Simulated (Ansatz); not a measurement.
Two isomers of C4H8Ge: A = `[CH3][GeH2][C]1=CC1`, B = `C#CC[CH2][GeH3]`.

Program: Ansatz. Geometries: PBE0-D4/def2-TZVP. ΔE: electronic, gas phase. CCSD(T)/CBS adds triple-zeta CCSD(T) − MP2 to the extrapolated MP2 energy (def2 sets, frozen cores). DFT in def2-TZVPP. B3LYP here is the variant with VWN-RPA as its local correlation; programs differ in this. For Ge outer-core shells are correlated without core-valence functions, which leaves a few kJ/mol of doubt a bond. Scalar relativity is left out up to krypton. One conformer a species, not always the lowest.

Problem. Which is lower in electronic energy at CCSD(T)/CBS, and by how much? (An estimate is asked.)

Solution. Ansatz gave: B, by 9.0 kcal/mol.

Problem. Give E(B) − E(A) in kcal/mol with HF/def2-TZVPP, CCSD(T)/def2-TZVPP, MP2/def2-TZVPP, r2SCAN-D4, PBE-D4, B3LYP-D4, CCSD/def2-TZVPP. (An estimate is asked.)

Solution. Computed: HF/def2-TZVPP -11.9, CCSD(T)/def2-TZVPP -8.3, MP2/def2-TZVPP -7.6, r2SCAN-D4 -5.7, PBE-D4 -4.6, B3LYP-D4 -8.7, CCSD/def2-TZVPP -8.7. None reverses the order clearly.

Largest T1 diagnostic: 0.011.

In def2-TZVPP, CCSD(T) changes the Hartree–Fock value by +3.6 kcal/mol (the triples alone add +0.4 kcal/mol) and MP2 by +4.3 kcal/mol.
